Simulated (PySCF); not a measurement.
C7H13P.
Z-matrix (Å and degrees, GFN2-xTB geometry), rows numbered from 1:
```
C 
C   1  1.5258
C   2  1.5258  1  109.22
P   2  1.8848  1  109.70  3  -120.25
C   4  1.8731  2   98.50  1   -74.40
C   5  1.4961  4  106.71  2   -81.72
C   6  1.3201  5  116.39  4   -13.23
C   7  1.4961  6  116.40  5     0.02
H   1  1.0888  2  110.08  3    60.88
H   1  1.0892  2  110.29  3   -58.52
H   1  1.0877  2  111.85  3  -178.80
H   2  1.0973  1  109.82  3   120.50
H   3  1.0877  2  111.84  1   178.78
H   3  1.0888  2  110.07  1   -60.91
H   3  1.0892  2  110.29  1    58.50
H   5  1.0914  4  111.65  2    41.62
H   5  1.0958  4  108.59  2   159.45
H   6  1.0792  5  119.31  4   168.22
H   7  1.0792  6  124.28  5  -178.45
H   8  1.0958  4  108.61  2  -159.35
H   8  1.0914  4  111.66  2   -41.55
```

Probes without a nucleus sit at each ring's centroid and 1 Å off its mean plane on both sides; NICS is minus the shielding there, NICSzz its component along the normal. Level: GIAO PBE0/pcSseg-1 (PySCF, non-relativistic, gas phase) on the GFN2-xTB geometry, one conformer.

Ring bond lengths (Å), with Mayer bond orders in brackets: P4–C5 1.873 (0.96), C5–C6 1.496 (1.02), C6–C7 1.320 (1.91), C7–C8 1.496 (1.02), C8–P4 1.873 (0.96).

What do the NICS probes read (ppm)?

| ring | type | NICS(0) | NICS(1), two faces | NICS(1)zz, two faces | rms pucker (Å) | centre to ring atoms, mean (Å) |
| --- | --- | --- | --- | --- | --- | --- |
| P4–C5–C6–C7–C8 | 5-membered ring with P; formal bonds 1 double, 4 single | -3.6 | -3.3 / -4.2 | -5.1 / -5.2 | 0.10 | 1.36 |

What do they say, and how far can they be read as aromaticity?

- P4–C5–C6–C7–C8: mean NICS(1)zz -5.1 ppm, shielded. C5, C8 have four or more neighbours; no verdict on aromaticity is drawn.

What is the mean of the two in-plane components of NICS at the first NICS(1) probe listed for ring P4–C5–C6–C7–C8, 1 Å off the ring?

The isotropic value is a third of the trace: (3 × -3.3 − (-5.1))/2 = -2.4 ppm.

List the ring angles and the Hirshfeld charges of the ring atoms.

- P4–C5–C6–C7–C8: P4 90.1° (+0.146 e), C5 106.7° (-0.117 e), C6 116.4° (-0.053 e), C7 116.4° (-0.054 e), C8 106.7° (-0.117 e); sum 536.3° against 540° for a flat convex ring.

What are the shieldings of the ring atoms and their hydrogens in the same run (means over atoms taken as equivalent)?

```
   atoms                     environment  σ isotropic (ppm)  principal values of the symmetric part, first atom (ppm)
      P4            phosphine phosphorus              337.1                                       314.8, 333.6, 362.8
 C5 (×2)  sp3 carbon bound to phosphorus              150.6                                       129.6, 147.7, 174.6
 C6 (×2)                alkene CH carbon               49.8                                        -58.6, 65.9, 142.0
H16 (×4)              methylene hydrogen              29.17                                          24.3, 29.0, 34.5
H18 (×2)                vinylic hydrogen              25.65                                          23.1, 26.1, 27.8
```
